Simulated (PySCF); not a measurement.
## InH₂ + 2 F₂ → InF₂ + 2 HF

Level: PBE0 in the def2-TZVP basis family, computed in PySCF with density fitting; scalar-relativistic core potentials for atoms from Rb on, none lighter, no spin–orbit coupling; open shells unrestricted.

| species | state and structure | E (Eh) | ZPE (kJ/mol) | H(298 K) − H(0) (kJ/mol) | S° (J/(mol K)) |
| --- | --- | --- | --- | --- | --- |
| InH₂ | doublet, C2v, In–H 1.758 Å (×2); H–In–H 120.7° | -191.26970 | 23.5 | 10.3 | 234.4 |
| F₂ | singlet, D∞h, F–F 1.376 Å | -199.40856 | 6.6 | 8.7 | 201.9 |
| InF₂ | doublet, C2v, In–F 1.957 Å (×2); F–In–F 116.5° | -389.75914 | 7.5 | 12.7 | 291.0 |
| HF | singlet, C∞v, H–F 0.920 Å | -100.39188 | 24.9 | 8.7 | 173.6 |

Q: What is the electronic reaction energy?

A: At PBE0/def2-TZVP, ΔE = -1197.4 kJ/mol from the differences of the total energies times 2625.5, downhill. 

Q: Add zero-point, thermal and entropy terms for 298.15 K and 1 bar.

A: ΔZPE = 20.6 and Δ[H(298) − H(0)] = 2.4 kJ/mol give ΔH° = -1174.4 kJ/mol. ΔS° = 0.0 J/(mol K), so ΔG° = -1174.4 − 298.15 × (0.0000) = -1174 kJ/mol.

The structures come from searches over a few start shapes, so lower isomers are not excluded.
